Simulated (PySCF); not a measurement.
C4H4OSe, SMILES [SeH]c1ccoc1. Heavy atoms are numbered as in [SeH:1][c:2]1[cH:3][cH:4][o:5][cH:6]1. Hydrogens are named by the atom that carries them.

The structure is a stationary point at PBE-D3(BJ)/def2-SVP. Other conformers were not sampled.

Calculation: B3LYP/pcSseg-1 (PySCF).

GIAO shieldings, no solvent; atoms alike by connectivity are averaged. δ = σ(ref) − σ: ⁷⁷Se against Me2Se (σ = 1647.9 ppm); ¹³C against TMS (σ = 181.3 ppm); ¹⁷O against H2O (σ = 333.8 ppm); ¹H against TMS (σ = 31.68 ppm), references at their B3LYP-D3(BJ)/def2-TZVP geometries, non-relativistic.

Computed chemical shifts:
```
nucleus      atoms  count  δ (ppm)
-------  ---------  -----  -------
⁷⁷Se     Se1 (SeH)      1   -115.2
¹³C        C6 (CH)      1    158.9
¹³C        C4 (CH)      1    154.1
¹³C        C3 (CH)      1    129.4
¹³C             C2      1    121.7
¹⁷O             O5      1    330.8
¹H         H on C6      1     7.97
¹H         H on C4      1     7.91
¹H         H on C3      1     7.06
¹H        H on Se1      1     3.49
```
